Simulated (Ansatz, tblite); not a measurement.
Forces on the cluster B5N6⁻ at its B3LYP-D4/def2-SVPD geometry. The state is a singlet with charge -1.

The xTB rows come from tblite. The restricted singlet is unstable towards broken spin symmetry in Hartree–Fock (as tested in another run); at PBE-D4/def2-TZVPD this wasn't settled. Another isomer (singlet) lies 0.97 eV lower at PBE0-D4/def2-TZVPD; other spin states weren't run for this one.

GFN1-xTB (tblite), largest force 0.49 eV/Å:

```xyz
11
positions Å, forces eV/Å
B     0.682   -1.289    0.798    0.019   -0.046    0.034
B     1.328    0.550   -0.247    0.136    0.056   -0.018
B    -0.270   -0.087   -1.637   -0.011   -0.003   -0.065
B    -0.413    1.375    0.838   -0.027    0.042    0.038
B    -1.327   -0.549    0.249   -0.140   -0.058    0.028
N    -0.604   -1.619    0.918    0.071   -0.411    0.246
N    -1.557    0.702    0.953   -0.232    0.338    0.255
N     1.792   -0.626    0.472    0.318   -0.310    0.190
N     0.963    0.421   -1.649    0.053    0.028   -0.474
N     0.839    1.693    0.506    0.014    0.440    0.202
N    -1.433   -0.571   -1.201   -0.201   -0.076   -0.435
```

GFN2-xTB (tblite), largest force 0.57 eV/Å:

```
B 0.125 -0.250 0.160
B 0.517 0.214 -0.089
B -0.053 -0.016 -0.323
B -0.094 0.258 0.169
B -0.523 -0.216 0.098
N 0.283 0.361 -0.193
N 0.457 -0.051 -0.202
N -0.485 0.041 -0.060
N -0.338 -0.145 0.328
N -0.313 -0.368 -0.066
N 0.423 0.172 0.178
```

PBE-D4/def2-TZVPD (Ansatz), largest force 0.66 eV/Å:

```
B -0.128 0.228 -0.134
B -0.378 -0.157 0.064
B 0.048 0.016 0.279
B 0.058 -0.248 -0.137
B 0.367 0.151 -0.083
N -0.375 -0.462 0.262
N -0.586 0.059 0.267
N 0.655 -0.039 0.059
N 0.469 0.198 -0.415
N 0.444 0.486 0.067
N -0.575 -0.233 -0.229
```
